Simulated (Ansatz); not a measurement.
Ideal-gas functions of `B[N]1[CH2][AlH]1` at 600 K and 1 bar, from an Ansatz frequency run at PBE0-D4/def2-TZVP.

Molar mass 68.85 g/mol, point group Cs (symmetry number 1), electronic degeneracy 1, moments of inertia 36.154, 102.881, 135.783 u Å². Harmonic wavenumbers (cm⁻¹, unscaled): 100, 275, 406, 462, 491, 620, 652, 668, 844, 970, 1007, 1079, 1096, 1205, 1444, 1449, 1989, 2531, 2606, 3080, 3148.

Use S(trans) = R[1.5 ln M + 2.5 ln T − 1.1517]; rotational temperatures θ = 24.2544 K / I; S(rot) = R[ln(√π/σ · √(T³/θAθBθC)) + 1.5]; for each mode x = 1.438777 ν̃/T, S = R[x/(eˣ − 1) − ln(1 − e⁻ˣ)] and H = RT x/(eˣ − 1); 1 cm⁻¹ = 0.0119627 kJ/mol; R = 8.31446 J/(mol·K).

Problem. By hand: the entropy, in J/(mol·K).

Solution. Translation 176.2. Rotation: θ = 0.6709, 0.2358, 0.1786 K, giving 111.8. Vibration, mode by mode: 20.21, 11.93, 8.86, 7.88, 7.42, 5.74, 5.40, 5.23, 3.74, 2.95, 2.75, 2.40, 2.32, 1.89, 1.20, 1.18, 0.41, 0.14, 0.12, 0.04, 0.04, in all 91.8. Electronic 0.0. Sum 379.8 J/(mol·K).

Problem. By hand: H − E and G − E in kJ/mol, counted from the electronic energy.

Solution. Zero-point energy ½ × 26122 × 0.0119627 = 156.2; thermal vibration 30.9; translation, rotation and pV give 4 RT = 20.0. H − E = 207.1 kJ/mol, and G − E = 207.1 − 600 × 379.8/1000 = -20.8 kJ/mol.

Vibration gives 24 % of the entropy, 20.2 J/(mol·K) of it from the mode under 150 cm⁻¹: soft modes count most, and the harmonic formula is weakest for them.
